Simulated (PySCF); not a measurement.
**Computed spin Hamiltonian**

Species: C5H3NS (charge +1 and doublet state).
Geometry (GFN2-xTB, Å), atoms numbered from 1 in this order:
```xyz
10
C5H3NS angstrom
N      3.1284    0.2054   -0.1910
C      1.9908    0.0662   -0.1217
C      0.6022   -0.0903   -0.0526
C     -0.0467   -1.3399   -0.1837
S     -1.7034   -1.2199   -0.0519
C     -1.5942    0.5487    0.1809
C     -0.3184    0.9826    0.1537
H      0.4537   -2.2791   -0.3494
H     -2.4920    1.1228    0.3211
H     -0.0115    2.0083    0.2721
```

The species is `N#CC1=CS[CH][CH+]1` [radical] (charge +1).

Computed, not measured: UKS B3LYP, pcH-1 on C H N S, non-relativistic, mean-field spin-orbit, GIAO in PySCF. Isolated species at its GFN2-xTB geometry, gas phase. Couplings are sensitive to structure, and on GFN2-xTB geometries they can be far from those on DFT ones, by a factor of two or more for some ions and for spin on atoms past the first row. No stability test was run, so a lower SCF solution isn't excluded.

| Property | Result |
| --- | --- |
| g1, g2, g3 | 2.00203, 2.00238, 2.00679 |
| g_iso | 2.00374 |
| Form of g | close to axial: the two nearest values differ by 7 % of g3 − g1 |
| ⟨S²⟩ | 0.7666 (exact 0.7500) |
| α and β electrons | 28, 27 |
| HOMO–LUMO gap, α and β orbitals | 5.52, 2.16 eV |

Hyperfine couplings atom by atom, in MHz; T1 to T3 are the principal values of the dipolar part:

```csv
atom,isotope,a_iso,of which spin–orbit,T1,T2,T3,Mulliken spin population
N1,14N,4.9,0.0,-12.0,-9.6,21.7,0.25
C2,13C,-27.5,0.0,-7.2,-3.4,10.6,-0.09
C3,13C,21.3,-0.1,-27.6,-25.7,53.2,0.31
C4,13C,16.5,0.2,-26.4,-25.5,51.9,0.28
S5,33S,2.4,0.0,-9.9,-8.1,18.0,0.06
C6,13C,32.0,-0.3,-28.3,-26.4,54.7,0.35
C7,13C,-24.6,0.0,-16.9,8.2,8.7,-0.14
H8,1H,-22.1,0.0,-12.4,-3.2,15.7,-0.01
H9,1H,-24.8,0.0,-13.4,-1.9,15.3,-0.01
H10,1H,5.9,0.0,-3.0,0.0,3.0,0.00
```

Largest spin populations (Mulliken): C6 (+0.35), C3 (+0.31), C4 (+0.28) and N1 (+0.25). Four atoms exceed +0.15. The positive populations add up to 1.26 and the negative ones to -0.26, together 2S = 1.

The SMILES `N#CC1=CS[CH][CH+]1` draws the unpaired electron on C6, whose computed spin population is only +0.35.

Axes: g1 is normal to the molecular plane, g2 points within 3° of the C4–S5 bond and g3 points within 4° of the S5–C6 bond.

Under fast tumbling the dipolar parts average out, and these isotropic splittings remain: 1 × 1H (H9, I = 1/2, 2 lines) with 0.89 mT, 1 × 1H (H8, I = 1/2, 2 lines) with 0.79 mT, 1 × 1H (H10, I = 1/2, 2 lines) with 0.21 mT and 1 × 14N (N1, I = 1, 3 lines) with 0.18 mT.

The 13C coupling of C6 (32.0 MHz) shows only in satellite lines or after enrichment, since that isotope makes up about 1.07 % of natural carbon.
